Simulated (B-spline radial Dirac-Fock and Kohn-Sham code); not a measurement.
Se⁶⁺: non-radiative channels of the L2 vacancy

System: Se⁶⁺, 1s2 2s2 2p6 3s2 3p6 3d10.

Input file task.json (cfg lists n, l and occupation; rrms is the nuclear radius in fm):

```json
{"items": [{
  "Z": 34,
  "q": 6,
  "cfg": [[1, 0, 2], [2, 0, 2], [2, 1, 6], [3, 0, 2], [3, 1, 6], [3, 2, 10]],
  "A": 80,
  "rrms": 4.14,
  "do": ["binding", "quiet", "decay"],
  "holes": ["K", "L1", "L2", "L3", "M1", "M2", "M3", "M4", "M5"]
}]}
```

Run with: `python xray_run.py task.json out`

Model: independent-particle radiative and Coulomb Auger rates from relativistic LDA hole-state orbitals, with Dirac-Fock energies. Program: an atomic code on a B-spline grid. Kinetic energies are configuration averages from the vacuum level; the two-hole energies are estimated from single-hole states.

```
transition  kinetic energy (eV)  width (meV)  share (%)
   L2-M1M2                945.5         48.7        5.1
   L2-M2M2               1004.2         43.9        4.6
   L2-M2M3               1012.5          151       15.7
   L2-M2M5               1122.5          129       13.5
   L2-M2M4               1124.6         68.5        7.1
   L2-M3M4               1128.0         84.8        8.8
   L2-M3M5               1130.5         11.6        1.2
   L2-M4M4               1237.7         70.3        7.3
   L2-M4M5               1238.1          317       33.0
   L2-M5M5               1239.4         14.7        1.5
```

The listed channels hold 98 % of the non-radiative rate. Summed by principal shells, of 0.959 eV in all: LMM 100.0 %.

Values without a named source are computed, but for edge energies of neutral atoms, which are taken from tables.
